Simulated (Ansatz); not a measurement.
Input and output for the cluster Ge3⁻ (the lowest doublet isomer of a short search).

```yaml
crystal:
  periodic: [false, false, false]
  atoms:
    - {symbol: Ge, position_ang: [0.067602, -0.263605, 1.443452]}
    - {symbol: Ge, position_ang: [0.397490, -0.983488, -0.821295]}
    - {symbol: Ge, position_ang: [-0.465092, 1.247092, -0.622167]}
basis:
  gaussian: {orbitals: aug-cc-pVDZ}
total_charge: -1
magnetization: {spin_polarized: true, initial_magnetization: 1}
hamiltonian: {xc: {name: r2SCAN0}}
scf: {omitted_lower_state_checks: [starts]}
output: {forces: true}
```

```sh
$ ansatz run in.yaml --threads 4 --pin off --events-out ev --progress --plain --max-ram 3916MiB
```

It prints (some lines left out):

```
Functional definition: r2SCAN0
1232 factors; integrals over basis functions are off by at most 4.8e-4 eV
mean field evaluation 1: about -169550.9429 eV, gradient 5.7e0 eV
mean field evaluation 2: about -169550.9303 eV, gradient 5.0e0 eV
mean field evaluation 4: about -169551.1497 eV, gradient 3.3e-1 eV
mean field evaluation 8: about -169551.1591 eV, gradient 3.3e-2 eV
mean field evaluation 16: about -169551.1592 eV, gradient 3.2e-4 eV
mean field evaluation 32: about -169551.1592 eV, gradient 1.1e-6 eV
mean field -169551.15919071 eV, -6230.8901743551 hartree, gradient 1.1e-6 eV, S^2 0.770141; 0 other end points of the search recorded, 0 dependent functions left out
reference -169551.15923577 eV, -6230.8901760111 hartree; 49, 48 occupied and 59, 60 virtual orbitals, 1232 factors
Total energy: -169551.15923577 eV, -6230.8901760111 hartree
Atom 0 at     0.067602    -0.263605     1.443452 Å, force    -0.012353     0.055613    -0.386115 eV/Å
Atom 1 at     0.397490    -0.983488    -0.821295 Å, force    -0.114764     0.284061     0.235361 eV/Å
Atom 2 at    -0.465092     1.247092    -0.622167 Å, force     0.127116    -0.339674     0.150754 eV/Å
Dipole moment:     0.009249    -0.022881    -0.019152 e Å
Checks for a lower state left out: starts
```

Run time 18 s (4 threads of Arm Neoverse V1 on a shared host), peak host memory 0.56 GiB.

The dipole of an ion depends on the origin.
